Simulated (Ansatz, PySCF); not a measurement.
Spin states of H2W (SMILES [WH2]), each relaxed with B3LYP-D3(BJ)/def2-TZVP.
State 1 (charge 0, multiplicity 5):
```xyz
3

W      0.5749     0.1210     0.1867
H     -0.0760    -1.4525    -0.0557
H     -0.5319     1.3790    -0.2013
```
State 2 (charge 0, multiplicity 1):
```xyz
3

W      0.5613     0.1186     0.1818
H     -0.0709    -1.4396    -0.0538
H     -0.5235     1.3684    -0.1983
```

```
level                                energy of the multiplicity-1 state less that of the multiplicity-5 state (eV)  cost
-----------------------------------  -----------------------------------------------------------------------------  ----
SVWN5/def2-TZVPP                                                                                             2.065  ×0.8
BLYP/def2-TZVPP                                                                                              1.803    ×1
BLYP-D4/def2-TZVPP                                                                                           1.803    ×1
r2SCAN/def2-TZVPP                                                                                            2.748    ×2
B3LYP/def2-TZVPP                                                                                             1.919  ×0.8
PBE0-D4/def2-TZVPP                                                                                           2.460    ×1
BHLYP/def2-TZVPP                                                                                             2.052    ×1
CAM-B3LYP-D3(BJ)/def2-TZVPP                                                                                  1.949  ×0.9
wB97X-V/def2-TZVPP                                                                                           1.756    ×3
wB97M-V/def2-TZVPP                                                                                           1.942    ×3
B2PLYP-D3(BJ)/def2-TZVPP                                                                                     1.954    ×2
CCSD/def2-SVP                                                                                                2.226     -
CCSD(T)/def2-QZVPP                                                                                           1.869   ×20
CCSD(T)/CBS(def2-TZVPP, def2-QZVPP)                                                                          1.831   ×30
```

The rows run from 1.756 (wB97X-V/def2-TZVPP) to 2.748 eV (r2SCAN/def2-TZVPP). The dispersion term adds -0.001 in BLYP-D4. The 7 functionals in def2-TZVPP without D3 or D4 span 0.992, from wB97X-V to r2SCAN.

Singlets are restricted, other states unrestricted; no spin–orbit coupling, no relativity up to Kr; see below for the cores. The largest T1 diagnostic is 0.027.

Correlated levels freeze the inner cores; with def2 sets outer-core shells near the valence are correlated too. CBS(a, b) extrapolates the correlation energy as X⁻³ and adds the Hartree–Fock energy of set b.

Doubts at one or more of the structures used: a restricted determinant that unrestricted orbitals would lower (B2PLYP-D3(BJ)/def2-TZVPP, CCSD/def2-SVP, CCSD(T)/def2-QZVPP, CCSD(T)/CBS(def2-TZVPP, def2-QZVPP)).

The values were computed with Ansatz (a quantum-chemistry and plane-wave program); PySCF for the dispersion terms. Values without a source in brackets are computed. In def2 rows elements past Kr take small-core potentials, without spin–orbit coupling.

Costs are rough ratios of core time to PBE/def2-TZVPP (about 7 s over the structures, on one shared machine); a dash marks a level with no comparable run of its own.
